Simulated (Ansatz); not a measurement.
`O[SiH](Cl)[SiH](Cl)Cl` + `CO[Si](S)(Cl)Cl` → `CO[Si@H](Cl)[Si@H](O)Cl` + `S[Si](Cl)(Cl)Cl`  (redistribution)

Isolated molecules relaxed with PBE0-D4/def2-TZVP in Ansatz; ΔE leaves out vibrations. CBS: MP2 limit from def2 TZ/QZ plus the TZ coupled-cluster correction, frozen cores. Functionals use def2-TZVPP. B3LYP here is the variant with VWN-RPA as its local correlation; programs differ in this. One conformer a species, not always the lowest.

`O[SiH](Cl)[SiH](Cl)Cl`:

Z-matrix (Å, degrees):
```
Si
Cl 1 2.053
Si 1 2.346 2 105.7
O 1 1.635 2 112.0 3 -119.1
H 1 1.478 2 108.6 3 123.8
Cl 3 2.044 1 111.3 2 45.5
Cl 3 2.059 1 105.0 2 -73.4
H 3 1.481 1 115.7 2 168.7
H 4 0.960 1 117.7 2 64.9
```

`CO[Si](S)(Cl)Cl`:

Cartesian coordinates in Å:
```
C -1.478 -0.471 0.704
O -0.624 -0.736 -0.396
Si 0.855 -0.127 -0.605
S 0.695 1.966 -0.869
Cl 1.638 -1.069 -2.222
Cl 2.059 -0.523 1.001
H -1.646 0.603 0.825
H -2.431 -0.960 0.505
H -1.054 -0.873 1.627
H 1.986 2.190 -0.572
```

`CO[Si@H](Cl)[Si@H](O)Cl`:

Z-matrix (Å, degrees):
```
C
O 1 1.415
H 1 1.090 2 108.1
H 1 1.095 2 111.2 3 119.4
H 1 1.094 2 110.7 3 -119.3
Si 2 1.638 1 124.6 3 -170.8
Si 6 2.341 2 101.4 1 177.3
Cl 6 2.065 2 110.5 1 -64.8
H 6 1.485 2 110.7 1 51.8
O 7 1.636 6 107.8 2 30.0
Cl 7 2.064 6 106.2 2 -89.9
H 7 1.477 6 116.9 2 150.6
H 10 0.961 7 115.9 6 -35.1
```

`S[Si](Cl)(Cl)Cl`:

```xyz
6

S     0.160    1.275    1.194
Si    0.194   -0.183   -0.323
Cl    1.952    0.066   -1.302
Cl    0.091   -2.072    0.422
Cl   -1.349    0.030   -1.630
H    -1.048    0.884    1.640
```

(1) Is it downhill or uphill in electronic energy at CCSD(T)/CBS, and by how much? (Estimate.)

(2) What do these levels give: PBE-D4, r2SCAN-D4, B3LYP-D4, ωB97M-V, r2SCAN, PBE0, MP2/def2-TZVPP, SCS-MP2/def2-TZVPP, CCSD(T)/def2-TZVPP, HF/def2-QZVPP, MP2/def2-QZVPP, HF/CBS(def2)? (Best estimate.)

Largest T1 diagnostic among the species: 0.011.

## Answers

(1) Ansatz gave: Uphill: ΔE = +12.0 kJ/mol.

(2) Computed: PBE-D4 9.8, r2SCAN-D4 12.2, B3LYP-D4 11.1, ωB97M-V 11.2, r2SCAN 11.9, PBE0 10.0, MP2/def2-TZVPP 10.4, SCS-MP2/def2-TZVPP 10.0, CCSD(T)/def2-TZVPP 11.1, HF/def2-QZVPP 12.9, MP2/def2-QZVPP 11.1, HF/CBS(def2) 12.9 kJ/mol.
